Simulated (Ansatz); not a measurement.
Program: Ansatz. Geometries: PBE0-D4/def2-TZVP. ΔE: electronic, gas phase. CBS: MP2 limit from def2 TZ/QZ plus the TZ coupled-cluster correction, frozen cores. This one scheme is used for every species. Functionals use def2-TZVPP. For Se outer-core shells are correlated without core-valence functions, which leaves a few kJ/mol of doubt a bond. Scalar relativity is left out up to krypton. Each species was taken in one conformer, which may not be the lowest.

Consider the substitution at a C–Al bond: `C=[CH][AlH][NH2]` + `N=C[SeH]` → `C=C/N=C\[SeH]` + `[NH2][AlH2]`.

`C=[CH][AlH][NH2]`:

Z-matrix (Å, degrees):
```
C
C 1 1.335
H 1 1.089 2 122.9
H 1 1.088 2 122.2 3 180.0
Al 2 1.944 1 123.1 3 -179.9
H 2 1.091 1 116.0 3 -0.0
N 5 1.769 2 119.0 1 -1.3
H 5 1.585 2 123.5 1 178.7
H 7 1.007 5 126.3 2 -0.4
H 7 1.007 5 123.7 2 179.8
```

`N=C[SeH]`:

Cartesian coordinates in Å:
```
N -0.124 -0.366 1.372
C 0.044 -0.151 0.145
Se -0.604 1.464 -0.624
H 0.271 -1.263 1.648
H 0.543 -0.815 -0.568
H -0.130 1.132 -1.973
```

`C=C/N=C\[SeH]`:

Z-matrix (Å, degrees):
```
C
C 1 1.330
H 1 1.084 2 121.6
H 1 1.082 2 120.3 3 177.4
N 2 1.389 1 125.1 3 -1.3
H 2 1.087 1 121.0 3 -176.2
C 5 1.255 2 122.4 1 63.0
Se 7 1.923 5 126.1 2 1.8
H 7 1.088 5 119.8 2 -178.0
H 8 1.469 7 91.7 5 169.6
```

`[NH2][AlH2]`:

Z-matrix (Å, degrees):
```
N
Al 1 1.766
H 1 1.007 2 124.9
H 1 1.007 2 124.9 3 180.0
H 2 1.583 1 117.9 3 -180.0
H 2 1.583 1 117.9 3 0.0
```

```json
{"level": "PBE-D4", "ΔE (kJ/mol)": "17.8"}
{"level": "PBE0-D4", "ΔE (kJ/mol)": "23.8"}
{"level": "ωB97X-V", "ΔE (kJ/mol)": "29.6"}
{"level": "ωB97M-V", "ΔE (kJ/mol)": "33.0"}
{"level": "MP2/def2-TZVPP", "ΔE (kJ/mol)": "26.4"}
{"level": "SCS-MP2/def2-TZVPP", "ΔE (kJ/mol)": "29.6"}
{"level": "MP2/def2-QZVPP", "ΔE (kJ/mol)": "26.6"}
{"level": "MP2/CBS(def2)", "ΔE (kJ/mol)": "26.6"}
```

Question: What does CCSD(T)/CBS give? (Best estimate.)

Answer: Ansatz gave: +31.6 kJ/mol. The listed levels differ from it by -13.8, -7.8, -2.0, 1.4, -5.2, -2.0, -5.0, -5.0 kJ/mol.

Largest T1 diagnostic among the species: 0.013.

In def2-TZVPP, CCSD(T) changes the Hartree–Fock value by −11.3 kJ/mol (the triples alone add −4.2 kJ/mol) and MP2 by −16.2 kJ/mol. From PBE to PBE0 (25 % exact exchange), in def2-TZVPP and without D4, ΔE moves by +5.4 kJ/mol.
